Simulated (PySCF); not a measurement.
## Computed data sheet: `C[NH][GeH2][SiH2]CC`

C3H13GeNSi.
Z-matrix (Å and degrees, PBE0-D3(BJ)/def2-SVP geometry), rows numbered from 1:
```
C 
C   1  1.5260
Si  2  1.8921  1  113.95
Ge  3  2.3918  2  109.55  1   -48.65
N   4  1.8490  3  106.47  2   -32.10
C   5  1.4434  4  119.61  3   -63.73
H   1  1.1022  2  111.90  3   -55.30
H   1  1.1015  2  111.52  3  -175.42
H   1  1.1013  2  110.44  3    64.90
H   2  1.1041  1  111.27  3   121.90
H   2  1.1035  1  110.18  3  -120.99
H   3  1.4984  2  110.74  1  -170.76
H   3  1.4993  2  110.67  1    70.20
H   4  1.5555  3  112.46  2  -156.30
H   4  1.5432  3  112.15  2    82.33
H   5  1.0159  4  113.41  3   160.14
H   6  1.1100  5  115.31  4   -70.00
H   6  1.1035  5  109.93  4    50.49
H   6  1.1033  5  110.84  4   167.82
```

Some functional groups and rings: Si–H bond and C–Si bond.

**PBE0-D3(BJ)/def2-SVP geometry optimisation, gas phase (PySCF)**

| Property | Result |
| --- | --- |
| Point group | C1 |
| Rotational constants A, B, C | 2.133, 1.241, 1.017 GHz |

From wB97X-D/def2-SVPD ground state and vertical TDDFT (core frozen in the response) (PySCF):

| Property | Result |
| --- | --- |
| Dipole moment | 0.91 D |
| HOMO energy | -8.38 eV |
| LUMO energy | 1.64 eV |
| HOMO–LUMO gap | 10.02 eV |
| Lowest singlet excitation | 5.53 eV (224 nm, f = 0.001) |
| Strongest line among the 6 lowest singlet transitions | S5 at 6.92 eV (179 nm, f = 0.097) |
| Static isotropic polarisability | 106.7 au |
| Electronic spatial extent ⟨r²⟩ about the centre of nuclear charge | 1324 bohr² |

Monoisotopic mass from the formula: 165.0029 u.

A dipole of 0.91 D is allowed in C1, and pure rotational transitions are dipole-allowed. The largest Löwdin shares of the HOMO are 0.54 on N5, 0.10 on C6, 0.10 on Ge4 and 0.07 on H14. S1 lies 4.49 eV below the HOMO–LUMO gap; its leading configuration is HOMO→LUMO, weight 0.91. The dipole equals about 3.0 × 10⁻³⁰ C·m (1 D = 3.33564 × 10⁻³⁰ C·m).

The calculation is non-relativistic and has no spin–orbit coupling, an omission that weighs most on germanium.

For the TDDFT job (wB97X-D/def2-SVPD), time: 1.7 min of wall time. Hardware: x86-64 server, one thread, on a shared host.

One conformer stands for the species.
